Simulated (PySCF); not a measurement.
A structure optimised at B3LYP-D3(BJ)/def2-SVP, used in a PySCF frequency run:

```xyz
9

Al     0.3280    -0.1893    -0.1070
O      1.7730    -0.9099    -0.6610
H      2.4809    -1.3049    -0.1446
P     -0.1266     0.0543     2.1815
H      0.2723    -1.2858     2.4881
H     -1.5058    -0.2854     2.0138
P     -0.9807     0.7865    -1.7745
H     -2.2083     0.3701    -1.1688
H     -0.8789    -0.3666    -2.6143
```
Charge 0, spin multiplicity 1.

Q: Write its SMILES and formula.

A: [OH][Al]([PH2])[PH2], AlH5OP2

Q: What are its rotational constants (standard atomic weights)?

A: 4.0973, 1.7676, 1.2570 GHz
